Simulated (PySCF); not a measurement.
Ge(H)3(OH) (GeH₄O), SMILES [GeH3][OH]. The structure is a stationary point at PBE0-D3(BJ)/def2-TZVP.

Computed equilibrium geometry at PBE0-D3(BJ)/def2-TZVP (PySCF confirms it by a frequency run) as a Z-matrix, and its point group:
point group Cs.
```
Ge
O 1 1.7830
H 2 0.9592 1 112.61
H 1 1.5308 2 104.31 3 -180.00
H 1 1.5410 4 111.46 2 118.56
H 1 1.5410 4 111.46 5 122.88
```
Charge 0, spin multiplicity 1.
